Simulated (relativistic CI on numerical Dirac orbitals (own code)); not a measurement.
# Ta5+: O2,3 absorption edge

Computed with this model: Dirac-Coulomb-Breit CI, orbitals from a KLI potential per configuration, QED by a radiative potential, valence Slater integrals scaled by 0.8, multiplet model of core-to-valence dipole absorption; configurations [Xe] 4f14 → [Kr] 4d10 4f14 5s2 5p5 5d; 10 K; Lorentzian 1 eV and Gaussian 0.3 eV FWHM. Energies are those of the free ion, without screening or charge transfer. The branching ratio is the share of the lower-energy edge in the whole absorption, uncertain by about 0.02 where the edges overlap. S is read from ⟨S²⟩ = S(S + 1).

Field parameters in Wybourne normalisation: D4h B²₀ = −7Ds, B⁴₀ = 21(Dq − Dt), B⁴₄ = 21√(5/14) Dq. The field is a parameter set, without covalency.

free ion: ground-state S = 0.00, centroid 49.90 eV. Peaks (eV, height): 42.5 (31), 52.2 (100).

D4h, 10Dq = 43450, Ds = -1500, Dt = -450 cm⁻¹: ground-state S = 0.00, centroid 49.90 eV. Peaks (eV, height): 38.2 (19), 43.8 (16), 48.0 (58), 51.2 (10), 53.8 (100).

D4h, 10Dq = 43450, Ds = -860, Dt = -450 cm⁻¹: ground-state S = 0.00, centroid 49.90 eV. Peaks (eV, height): 38.2 (18), 43.8 (15), 48.0 (56), 53.8 (100).

D4h, 10Dq = 43450, Ds = 430, Dt = -450 cm⁻¹: ground-state S = 0.00, centroid 49.90 eV. Peaks (eV, height): 38.2 (15), 43.8 (14), 48.0 (50), 53.8 (100).

D4h, 10Dq = 43450, Ds = 2360, Dt = -450 cm⁻¹: ground-state S = 0.00, centroid 49.90 eV. Peaks (eV, height): 38.5 (16), 43.8 (14), 45.8 (8), 48.2 (51), 50.5 (8), 54.0 (100).

D4h, 10Dq = 43450, Ds = 3000, Dt = -450 cm⁻¹: ground-state S = 0.00, centroid 49.90 eV. Peaks (eV, height): 38.8 (15), 44.0 (13), 45.8 (10), 48.2 (49), 50.5 (11), 54.0 (100).

Strongest unbroadened transitions for D4h, 10Dq = 43450, Ds = -1500, Dt = -450 cm⁻¹:

```
Energy (eV)  Relative strength
      34.39                0.1
      34.55                0.3
      35.70                0.8
      35.71                0.5
      38.26               15.2
      38.46                8.6
      40.14                0.2
      40.49                0.6
      41.34                0.1
      42.14                2.1
      43.60               13.3
      44.02                5.7
      45.48                0.2
      47.93               48.0
      48.28               28.0
      51.01                4.2
      53.57              100.0
      54.19               49.3
```
